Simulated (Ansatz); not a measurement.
Ideal-gas functions of zirconium tetrachloride at 400 K and 1 bar, from an Ansatz frequency run at PBE0-D4/def2-TZVP.

Molar mass 233.04 g/mol, point group Td (symmetry number 12), electronic degeneracy 1, moments of inertia 507.089, 507.101, 507.111 u Å². Harmonic wavenumbers (cm⁻¹, unscaled): 97, 97, 106, 106, 106, 382, 431, 431, 431.

Use S(trans) = R[1.5 ln M + 2.5 ln T − 1.1517]; rotational temperatures θ = 24.2544 K / I; S(rot) = R[ln(√π/σ · √(T³/θAθBθC)) + 1.5]; for each mode x = 1.438777 ν̃/T, S = R[x/(eˣ − 1) − ln(1 − e⁻ˣ)] and H = RT x/(eˣ − 1); 1 cm⁻¹ = 0.0119627 kJ/mol; R = 8.31446 J/(mol·K).

**Question.** By hand: the entropy, in J/(mol·K).

**Answer.** Translation 182.9. Rotation: θ = 0.0478, 0.0478, 0.0478 K, giving 109.2. Vibration, mode by mode: 17.11, 17.11, 16.38, 16.38, 16.38, 6.30, 5.45, 5.45, 5.45, in all 106.0. Electronic 0.0. Sum 398.1 J/(mol·K).

**Question.** By hand: H − E and G − E in kJ/mol, counted from the electronic energy.

**Answer.** Zero-point energy ½ × 2187 × 0.0119627 = 13.1; thermal vibration 19.5; translation, rotation and pV give 4 RT = 13.3. H − E = 45.9 kJ/mol, and G − E = 45.9 − 400 × 398.1/1000 = -113.3 kJ/mol.

Vibration gives 27 % of the entropy, 83.4 J/(mol·K) of it from the modes under 150 cm⁻¹: soft modes count most, and the harmonic formula is weakest for them.
